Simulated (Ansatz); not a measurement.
Reaction (redistribution): `CN[SiH](C)F` + `O[SiH2]S[SiH](O)O` → `C[SiH](F)S[SiH](O)O` + `CN[SiH2]O`

Program: Ansatz. Geometries: PBE0-D4/def2-TZVP. ΔE: electronic, gas phase. CCSD(T)/CBS adds triple-zeta CCSD(T) − MP2 to the extrapolated MP2 energy (def2 sets, frozen cores). DFT in def2-TZVPP. B3LYP here is the variant with VWN-RPA as its local correlation; programs differ in this. One conformer a species, not always the lowest.

```tsv
level	ΔE (kJ/mol)
B3LYP	3.4
MP2/CBS(def2)	4.7
```

**Question.** What does CCSD(T)/CBS give? (Best estimate.)

**Answer.** Computed: +5.2 kJ/mol. The listed levels differ from it by -1.8, -0.5 kJ/mol.

Largest T1 diagnostic among the species: 0.012.
